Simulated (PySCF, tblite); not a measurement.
Isomers of C5H7O3S (doublet state). Method: GFN2-xTB as coded in tblite; computed harmonic values from a numerical Hessian at the method's own geometry, unscaled. The method is semi-empirical: single wavenumbers can be off by several per cent or more. One conformer each. Open shells enter through the occupations alone, without spin polarisation, and single modes of such species can be off by tens of per cent.

Electronic energies: B3LYP/pcH-1 single points on the GFN2-xTB geometries (PySCF, gas phase).

```json
{"SMILES": "C[C@@H]1C[C]=C1S(=O)(=O)O", "electronic energy, lowest = 0 (kJ/mol)": "53.4"}
{"SMILES": "O=S(=O)(O)[C]1[C@H]2C[C@@H]1C2", "electronic energy, lowest = 0 (kJ/mol)": "106.7"}
{"SMILES": "C/C=C/C=[C]\\S(=O)(=O)O", "electronic energy, lowest = 0 (kJ/mol)": "0.0"}
```

Q: How do GFN2-xTB zero-point energies change the relative energies?

A: 
```tsv
SMILES	ZPE (kJ/mol)	of it from modes above 1550 cm⁻¹	electronic (kJ/mol)	with ZPE, lowest = 0 (kJ/mol)	lowest mode (cm⁻¹)	rings
C/C=C/C=[C]\S(=O)(=O)O	291.6	150.6	0.0	0.0	32	0
C[C@@H]1C[C]=C1S(=O)(=O)O	297.6	140.1	53.4	59.4	21	1
O=S(=O)(O)[C]1[C@H]2C[C@@H]1C2	302.7	130.0	106.7	117.8	45	3
```

The zero-point energies span 11.1 kJ/mol, from `C/C=C/C=[C]\S(=O)(=O)O` to `O=S(=O)(O)[C]1[C@H]2C[C@@H]1C2`. The order is unchanged.

Q: And how do the electronic energies of GFN2-xTB itself compare?

A: `C/C=C/C=[C]\S(=O)(=O)O` 0.0; `C[C@@H]1C[C]=C1S(=O)(=O)O` 17.4; `O=S(=O)(O)[C]1[C@H]2C[C@@H]1C2` 4.1 kJ/mol, lowest = 0. Against the energies above, taken from the same isomer `C/C=C/C=[C]\S(=O)(=O)O`, the largest difference is 102.6 kJ/mol.
